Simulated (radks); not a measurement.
The numbers below are computed, except where a source is named.
Question: Ionisation of Tm, [Xe] 4f13 6s2, to Tm+, [Xe] 4f13 6s1, under several functionals. Dirac Kohn-Sham, spin-unpolarised, spherical densities, finite nucleus; open shells are shared between the two j in proportion to 2j + 1; a radial shooting solver on a logarithmic mesh with Libxc functionals. Known Delta-SCF values: SOGGA 6.361 eV; exchange-only PBE 5.905 eV. What does exchange-only B88 give, and what is its highest occupied eigenvalue?

Answer: 5.879 eV by Delta-SCF; the 4f7/2 eigenvalue is -1.567 eV. NIST: 6.184 eV (measured).

Beside tabulated values, note that spin-unpolarised runs miss the spin-polarisation part of the exchange energy of open shells.
